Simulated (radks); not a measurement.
Values are calculated unless marked as measured or tabulated.
Ionisation of neutral helium, [He], to 1s1 as the strength of local exchange is varied. Level of theory: non-relativistic Kohn-Sham, Slater X-alpha exchange (alpha = 2/3 is LDA exchange), no correlation, spin-unpolarised, spherical densities, point nucleus (a radial shooting solver on a logarithmic mesh with Libxc functionals).

| alpha | E(He) (hartree) | exchange (hartree) | IE (eV) | -e of the level emptied (eV) | <r> of it (bohr) |
|---|---|---|---|---|---|
| 0.584 | -2.61913 | -0.72954 | 23.449 | 12.739 (1s) | 0.9988 |
| 0.667 | -2.72407 | -0.85329 | 24.957 | 14.073 (1s) | 0.9719 |
| 0.67 | -2.72791 | -0.85786 | 25.013 | 14.122 (1s) | 0.9710 |
| 0.681 | -2.74201 | -0.87465 | 25.216 | 14.304 (1s) | 0.9675 |
| 0.683 | -2.74458 | -0.87772 | 25.253 | 14.337 (1s) | 0.9669 |
| 0.785 | -2.87754 | -1.03775 | 27.181 | 16.070 (1s) | 0.9363 |
| 0.797 | -2.89343 | -1.05707 | 27.413 | 16.280 (1s) | 0.9328 |
| 0.855 | -2.97097 | -1.15191 | 28.545 | 17.310 (1s) | 0.9165 |

NIST Atomic Spectra Database: 24.587 eV (measured). The Delta-SCF value meets it near alpha = 0.65. Spin polarisation and multiplet splitting are left out, so open shells lie too high by an amount that depends on their filling.

Beside tabulated values, note that spin-unpolarised runs miss the spin-polarisation part of the exchange energy of open shells.
